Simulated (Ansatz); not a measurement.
Frontier orbitals of `[OH][Cu-][P+](F)(F)F`.

```xyz
7

O    -0.7402    0.0786   -2.6102
Cu   -0.2776    0.0523   -0.9001
P     0.2038    0.1042    1.1357
F     1.2733   -0.8967    1.6383
F    -0.9113   -0.1731    2.1745
F     0.7779    1.4127    1.7335
H    -0.3259   -0.5778   -3.1718
```

Total charge 0; spin multiplicity 1. For Cu the d shell is correlated and the shells below it are frozen. Scalar relativity is left out up to krypton. The geometry is a stationary point of PBE0-D4/def2-TZVP. It is one conformer, not always the lowest. Basis def2-TZVPP, the Gaussian-basis code of Ansatz.

Orbital energies of one run (eV). Highest occupied ones, from the top: -5.98, -6.37, -7.35, -7.41, -7.42, -8.23, -8.33, -10.14, -11.43, -11.60, -12.04, -12.07, -13.10, -13.10. Empty: -2.67, -2.56, -0.99, 0.39, 1.49, 1.81.

**Question.** Which functional gave them?
A. LDA (SPW92)
B. BLYP
C. HSE06 (plane-wave form)
D. CAM-B3LYP

**Answer.** A. HOMO energies: LDA (SPW92) -5.98, CAM-B3LYP -8.51, HSE06 -6.63, BLYP -5.60 eV.
